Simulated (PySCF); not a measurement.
## Electron correlation in Ne³⁺ (neon, charge +3)

[He] 2s2 2p3, high-spin 4S determinant. Calculation: PySCF 2.14, in aug-cc-pVDZ-DK; scalar relativity by spin-free X2C-1e. Frozen: 1s2; 5 electrons correlated.

```tsv
level	correlation energy (mhartree)
CCSD	-83.08
(T)	-0.35
CCSD(T)	-83.43
CCSDT	-83.47
```

Diagnostics: T1 = 0.0021, D1 = 0.0033, largest double amplitude 0.024.

Cost of the coupled-cluster step: of the order of 0.17 core-seconds, for 5 correlated electrons.
